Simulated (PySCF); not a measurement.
PySCF input for Se(SH)(SMe) (CH4S2Se), SMILES S[Se]SC, PBE-D3(BJ)/def2-SVP. Geometry: PBE-D3(BJ)/def2-SVP. The structure was generated by enumeration, and PubChem lists no compound with its InChIKey, so it may never have been made. One conformer was computed; it need not be the lowest.

```python
import numpy as np
from pyscf import gto, scf, dft, df
from pyscf.hessian import thermo

mol = gto.M(
    atom='''
    Se    0.03506717    0.11718182    0.84813787
    S     0.39596712    2.00947046   -0.30831370
    H     1.76008038    2.00772137   -0.22061104
    S     0.24458911   -1.53184974   -0.61132846
    C    -1.36328986   -1.51100198   -1.48089660
    H    -2.20307513   -1.67551473   -0.77946033
    H    -1.32664094   -2.33974788   -2.21691404
    H    -1.49180867   -0.55256006   -2.02004795
    ''',
    basis='def2-SVP',
    charge=0,
    spin=0,
    max_memory=1600,
    verbose=3,
)
mf = dft.RKS(mol, xc='pbe').density_fit(auxbasis='def2-universal-jkfit')
mf.disp = 'd3bj'
mf.grids.level = 3
mf.conv_tol = 1e-11
mf.max_cycle = 100
mf.kernel()

# analytic Hessian; the response equations are solved on a coarser grid
h, args, fine = mf.Hessian(), (mf.mo_energy, mf.mo_coeff, mf.mo_occ), mf.grids
h.max_memory = max(150, 2.5e-5 * df.make_auxmol(mol, mf.with_df.auxbasis).nao * mol.nelec[0] * (mol.nelec[0] + mol.nao))  # MB; small integral blocks
h1ao = h.make_h1(mf.mo_coeff, mf.mo_occ)
mf.grids = dft.Grids(mol).set(level=1).build(with_non0tab=True)
mo1, mo_e1 = h.solve_mo1(*args, h1ao)
mf.grids = fine
hess = h.hess_elec(*args, mo1, mo_e1, h1ao) + h.hess_nuc()
if mf.do_disp():
    hess += h.get_dispersion()
for i in range(mol.natm):  # the analytic DFT Hessian lacks the response of the grid: restore translational invariance
    hess[i, i] -= hess[i].sum(axis=0)
hess = (hess + hess.transpose(1, 0, 3, 2)) / 2
vib = thermo.harmonic_analysis(mol, hess, imaginary_freq=False)
thermo.dump_normal_mode(mol, vib)
th = thermo.thermo(mf, vib['freq_au'][vib['freq_au'] > 0], 298.15, 101325)
thermo.dump_thermo(mol, th)
g0 = mf.nuc_grad_method().set(verbose=0).kernel()

# dipole derivatives [dipole axis, atom, xyz] from the same response
r, irp = mol.intor('int1e_r'), mol.intor('int1e_irp').reshape(3, 3, mol.nao, mol.nao)
sl, dm0, ok = mol.aoslice_by_atom(), np.array(mf.make_rdm1()), []
dmu = np.einsum('a,xt->xat', mol.atom_charges(), np.eye(3))
for a, (_, _, p0, p1) in enumerate(sl):
    dmu[:, a] += 2 * np.einsum('xtij,ij->xt', irp[:, :, :, p0:p1], dm0.reshape(-1, mol.nao, mol.nao).sum(0)[:, p0:p1])
    for u, c, occ, f in [(mo1, mf.mo_coeff, mf.mo_occ, 4)]:
        dmu[:, a] -= f * np.einsum('tui,xuv,vi->xt', u[a], r, c[:, occ > 0], optimize=True)
L = vib['norm_mode']
ir = 974.8801 * (np.einsum('xat,kat->kx', dmu, L) ** 2).sum(1)       # km/mol
apt = np.einsum('xax->a', dmu) / 3

# polarisability derivatives from nuclear gradients in small electric fields
h0, F = mf.get_hcore(), 0.005
def in_field(f, guess):
    m = mf.copy()
    m.verbose, m.conv_tol, m.conv_tol_grad = 0, 1e-11, 2e-7
    m.get_hcore = lambda *a: h0 + np.einsum('x,xij->ij', f, r)
    m.kernel(guess)
    ok.append(m.converged)
    dm = np.array(m.make_rdm1())
    g = m.nuc_grad_method().kernel() - np.outer(mol.atom_charges(), f)
    for a, (_, _, p0, p1) in enumerate(sl):
        g[a] -= 2 * np.einsum('x,xtij,ij->t', f, irp[:, :, :, p0:p1], dm[:, p0:p1])
    return g, -np.einsum('xij,ij->x', r, dm), dm
E = np.eye(3) * F
g0, _, dm0 = in_field(np.zeros(3), dm0)
gp = [in_field(e, dm0) for e in E]
gm = [in_field(-e, 2 * dm0 - p[2]) for e, p in zip(E, gp)]
alpha = np.array([(p[1] - q[1]) / (2 * F) for p, q in zip(gp, gm)])  # bohr^3
check = abs(np.array([-(p[0] - q[0]) / (2 * F) for p, q in zip(gp, gm)]) - dmu).max()
print('static polarisability / bohr^3:', alpha.round(3))
print('largest difference of analytic and finite-field dipole derivatives / e:', check)
da = np.zeros((3, 3, mol.natm, 3))
for x in range(3):
    da[x, x] = -(gp[x][0] + gm[x][0] - 2 * g0) / F**2
for x, y in ((0, 1), (0, 2), (1, 2)):
    up, down = in_field(E[x] + E[y], gp[x][2] + gp[y][2] - dm0), in_field(-E[x] - E[y], gm[x][2] + gm[y][2] - dm0)
    both = -(up[0] + down[0] - 2 * g0) / F**2
    da[x, y] = da[y, x] = (both - da[x, x] - da[y, y]) / 2
aq = np.einsum('xyat,kat->kxy', da, L) * 0.529177210903**2           # A^2/amu^1/2
a = np.einsum('kxx->k', aq) / 3
g2 = 1.5 * (aq**2).sum((1, 2)) - 4.5 * a**2
raman, depol = 45 * a**2 + 7 * g2, 3 * g2 / (45 * a**2 + 4 * g2 + 1e-12)
print('mode   freq/cm-1   IR/(km/mol)   Raman/(A^4/amu)   depolarisation')
for k, w in enumerate(vib['freq_wavenumber']):
    print(f'{k + 1:4d} {w:11.2f} {ir[k]:13.3f} {raman[k]:17.3f} {depol[k]:16.3f}')
print('max |gradient| / (hartree/bohr):', abs(g0).max())
print('APT charges:', apt.round(4))
```

Output:

```
converged SCF energy = -3237.14554142229

WARN: DFTD3 does not support analytical Hessian, using finite difference


WARN: Mole.unit (angstrom) is changed to Bohr

Mode                                 0                   1                   2
Irrep
Freq [cm^-1]                       70.0850            137.7478            170.5297
Reduced mass [au]                   4.1468              1.7422              2.0790
Force const [Dyne/A]                0.0120              0.0195              0.0356
Char temp [K]                     100.8368            198.1884            245.3543
Normal mode                   x     y     z       x     y     z       x     y     z
       0  Se                 0.02 -0.01  0.03    0.02  0.00 -0.02   -0.02 -0.01  0.02
       1   S                -0.06 -0.04 -0.06   -0.02  0.05  0.04    0.01 -0.05 -0.03
       2   H                -0.05 -0.03 -0.15   -0.02  0.10  0.05    0.00 -0.03  0.06
       3   S                -0.01 -0.02  0.03   -0.03 -0.06  0.04    0.05  0.06 -0.04
       4   C                 0.05  0.15 -0.07    0.01  0.00 -0.04   -0.01  0.04  0.06
       5   H                -0.01  0.18 -0.14   -0.05  0.43 -0.01    0.03  0.39  0.19
       6   H                 0.03  0.20 -0.12   -0.14 -0.26  0.25   -0.21 -0.21  0.33
       7   H                 0.16  0.20 -0.02    0.24 -0.15 -0.37    0.09 -0.11 -0.23
Mode                                 3                   4                   5
Irrep
Freq [cm^-1]                      207.6478            318.0990            341.3917
Reduced mass [au]                   3.2399              1.3103              6.2622
Force const [Dyne/A]                0.0823              0.0781              0.4300
Char temp [K]                     298.7590            457.6736            491.1866
Normal mode                   x     y     z       x     y     z       x     y     z
       0  Se                 0.02  0.01  0.04   -0.01 -0.03 -0.01    0.00 -0.06  0.01
       1   S                 0.00 -0.02 -0.01    0.01  0.06  0.01    0.02  0.09 -0.07
       2   H                 0.01 -0.12 -0.20    0.06 -0.46 -0.73   -0.01  0.22  0.28
       3   S                -0.05  0.05 -0.03    0.01  0.02  0.02   -0.02  0.05  0.04
       4   C                -0.00 -0.12 -0.12    0.02  0.01  0.03    0.00 -0.00 -0.01
       5   H                -0.05 -0.09 -0.18    0.02  0.05  0.04   -0.02 -0.03 -0.03
       6   H                 0.12 -0.22 -0.00   -0.02 -0.00  0.04    0.06 -0.01  0.00
       7   H                -0.02 -0.20 -0.27    0.04  0.01  0.02   -0.01 -0.01 -0.02
Mode                                 6                   7                   8
Irrep
Freq [cm^-1]                      382.9891            680.2643            758.4245
Reduced mass [au]                  20.5543              5.5669              1.0428
Force const [Dyne/A]                1.7763              1.5178              0.3534
Char temp [K]                     551.0360            978.7489           1091.2040
Normal mode                   x     y     z       x     y     z       x     y     z
       0  Se                -0.01  0.01  0.05    0.00 -0.00 -0.00   -0.01 -0.00  0.00
       1   S                 0.01  0.07 -0.04   -0.00 -0.00  0.00    0.02 -0.02  0.01
       2   H                 0.01 -0.00 -0.06   -0.00 -0.00 -0.00    0.08  0.83 -0.52
       3   S                 0.03 -0.10 -0.08    0.08  0.00  0.05    0.00  0.00 -0.00
       4   C                -0.02 -0.00 -0.01   -0.18 -0.02 -0.12   -0.00  0.00  0.00
       5   H                 0.02  0.03  0.04   -0.12  0.04 -0.03    0.01 -0.02  0.01
       6   H                -0.12  0.01 -0.03   -0.27  0.01 -0.14    0.01 -0.01  0.02
       7   H                 0.01  0.02  0.02   -0.12  0.04 -0.03   -0.03 -0.01 -0.01
Mode                                 9                  10                  11
Irrep
Freq [cm^-1]                      921.6511            925.0165           1266.3006
Reduced mass [au]                   1.2615              1.2144              1.1548
Force const [Dyne/A]                0.6313              0.6122              1.0910
Char temp [K]                    1326.0507           1330.8928           1821.9246
Normal mode                   x     y     z       x     y     z       x     y     z
       0  Se                -0.00 -0.00 -0.00    0.00  0.00  0.00    0.00 -0.00 -0.00
       1   S                -0.00  0.00 -0.00   -0.00  0.00 -0.00   -0.00  0.00 -0.00
       2   H                -0.00 -0.05  0.00   -0.00 -0.01  0.02    0.00 -0.00 -0.00
       3   S                 0.02 -0.03  0.01   -0.02 -0.00  0.02    0.01  0.00  0.00
       4   C                -0.04  0.12  0.00    0.07  0.01 -0.09    0.09  0.01  0.06
       5   H                 0.00 -0.27 -0.04    0.54 -0.05  0.45   -0.32 -0.02 -0.41
       6   H                 0.46 -0.14  0.31   -0.36 -0.09  0.00   -0.51  0.15 -0.16
       7   H                -0.49 -0.14 -0.35   -0.42  0.03  0.05   -0.43 -0.20 -0.22
Mode                                12                  13                  14
Irrep
Freq [cm^-1]                     1380.1014           1398.3879           2574.1865
Reduced mass [au]                   1.0499              1.0525              1.0395
Force const [Dyne/A]                1.1782              1.2126              4.0583
Char temp [K]                    1985.6587           2011.9689           3703.6812
Normal mode                   x     y     z       x     y     z       x     y     z
       0  Se                 0.00  0.00 -0.00    0.00 -0.00  0.00   -0.00  0.00 -0.00
       1   S                -0.00  0.00  0.00   -0.00 -0.00 -0.00    0.03 -0.00  0.00
       2   H                -0.00 -0.00  0.00    0.00  0.00  0.00   -0.98  0.02 -0.08
       3   S                 0.00  0.00 -0.00   -0.00  0.00  0.00   -0.00 -0.00 -0.00
       4   C                 0.02  0.05 -0.03   -0.03  0.04  0.04    0.00  0.00  0.00
       5   H                -0.10 -0.46 -0.27    0.21 -0.53  0.16    0.00 -0.00 -0.00
       6   H                -0.34 -0.41  0.45   -0.23  0.20 -0.17   -0.00 -0.00 -0.00
       7   H                 0.20  0.23  0.28    0.45 -0.20 -0.49    0.00 -0.00 -0.00
Mode                                15                  16                  17
Irrep
Freq [cm^-1]                     2973.3482           3083.9073           3098.4156
Reduced mass [au]                   1.0295              1.1057              1.1098
Force const [Dyne/A]                5.3627              6.1958              6.2775
Char temp [K]                    4277.9860           4437.0559           4457.9302
Normal mode                   x     y     z       x     y     z       x     y     z
       0  Se                 0.00  0.00  0.00   -0.00  0.00  0.00   -0.00 -0.00  0.00
       1   S                -0.00 -0.00 -0.00    0.00  0.00  0.00    0.00 -0.00 -0.00
       2   H                -0.00 -0.00  0.00   -0.00  0.00 -0.00   -0.00 -0.00 -0.00
       3   S                 0.00 -0.00 -0.00   -0.00 -0.00 -0.00   -0.00 -0.00  0.00
       4   C                -0.03 -0.00 -0.03    0.02 -0.08 -0.03    0.04  0.04 -0.07
       5   H                 0.39  0.08 -0.35   -0.18 -0.05  0.16   -0.57 -0.11  0.49
       6   H                -0.03  0.46  0.40   -0.03  0.54  0.48   -0.00  0.13  0.10
       7   H                 0.05 -0.49  0.27   -0.05  0.48 -0.28    0.06 -0.48  0.25
temperature 298.1500 [K]
pressure 101325.00 [Pa]
Rotational constants [GHz] 4.28835 1.66623 1.37965
Symmetry number 1
Zero-point energy (ZPE) 0.04713 [Eh]   123744.674 [J/mol]
                           tot       elec      trans        rot        vib
Entropy [J/mol/K]       355.277      0.000    171.974    116.649     66.653
Cv [J/mol/K]             88.723      0.000     12.472     12.472     63.780
Cp [J/mol/K]             97.038      0.000     20.786     12.472     63.780
Internal energy [J/mol]                      3718.434   3718.434 134378.551
Internal energy [Eh]   -3237.09153  -3237.14554
Enthalpy [J/mol]                             6197.391   3718.434 134378.551
Enthalpy [Eh]          -3237.09058
Gibbs free energy [J/mol]                  -45076.696 -31060.527 114505.871
Gibbs free energy [Eh] -3237.13093
static polarisability / bohr^3: [[57.249 13.226  6.039]
 [13.228 93.516  9.168]
 [ 6.041  9.166 60.914]]
largest difference of analytic and finite-field dipole derivatives / e: 0.0008067952331290984
mode   freq/cm-1   IR/(km/mol)   Raman/(A^4/amu)   depolarisation
   1       70.09         1.844             5.969            0.639
   2      137.75         0.393             5.029            0.581
   3      170.53         2.214             4.450            0.413
   4      207.65         2.020             2.537            0.581
   5      318.10        29.637             9.839            0.745
   6      341.39        16.997             9.770            0.424
   7      382.99         0.779            18.461            0.122
   8      680.26         2.242             7.242            0.291
   9      758.42         2.138            27.095            0.553
  10      921.65         6.217             6.466            0.750
  11      925.02         3.390             4.225            0.691
  12     1266.30         4.645             6.929            0.458
  13     1380.10        11.569            21.332            0.742
  14     1398.39        11.183            13.498            0.718
  15     2574.19         1.620           193.094            0.291
  16     2973.35        13.151           206.621            0.064
  17     3083.91         1.017           111.974            0.674
  18     3098.42         2.432            62.246            0.738
max |gradient| / (hartree/bohr): 6.274403257182475e-05
APT charges: [ 0.3216 -0.2368  0.0219 -0.1529 -0.0004  0.009   0.0226  0.015 ]
```

The run converged.

Cost: very roughly 5 core-minutes.
